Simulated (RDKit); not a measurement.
Input for RDKit: UFF on H4IP (a complex), monomers drawn apart or pushed together.

```python
from rdkit import Chem
from rdkit.Chem import AllChem, rdDetermineBonds

blocks = [
'''4

P    -0.49586256   -0.55325308    0.41387255
H    -1.84810845   -0.66957907    0.01012929
H    -0.16150490    0.39960014   -0.57888956
H    -0.05445446   -1.66632094   -0.34205956
''',
'''2

I     0.64723922    0.02076649    4.83076365
H     0.24640133   -0.18358528    3.26337781
''',
]
mol = None
for b in blocks:
    f = Chem.MolFromXYZBlock(b)
    rdDetermineBonds.DetermineBonds(f, charge=0)
    mol = f if mol is None else Chem.CombineMols(mol, f)
Chem.SanitizeMol(mol)
print(Chem.MolToSmiles(Chem.RemoveHs(mol)))
ff = AllChem.UFFGetMoleculeForceField(mol, vdwThresh=100.0, ignoreInterfragInteractions=False)
e = ff.CalcEnergy()
print(f'UFF energy {e:.6f} kcal/mol')
```

Program output:

```
I.P
UFF energy 1.782982 kcal/mol
```

The run finished.

Cost: very roughly 0.010 core-seconds.
